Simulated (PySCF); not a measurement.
## Ru⁺: ionisation energy

Ru⁺ [Kr] 4d7 (4F) → Ru²⁺ [Kr] 4d6 (5D), as a difference of total energies. Computed with PySCF 2.14 in cc-pVDZ-PP with ECP28MDF (4s4p3d1f, 38 functions), with scalar relativity through the core potential. Correlated levels: valence: 4s2 4p6 frozen. The calculations carry no spin-orbit coupling.

```csv
method,ionisation energy (eV)
UHF,14.909
BP86,17.144
M06-L,16.756
MP2 (valence),15.973
SCS-MP2 (valence),16.065
```

Q: How much does correlation contribute at MP2 (valence)?

A: 15.973 − (14.909) = 1.064 eV, measured against UHF.

The reference lies between the lowest fine-structure levels, while these numbers refer to the centres of the terms.

Errors of the correlated levels include the incompleteness of this basis and the frozen core.

For comparison: 16.76 ± 0.06 eV (semi-empirical (NIST evaluation); NIST Atomic Spectra Database, ionization energies).
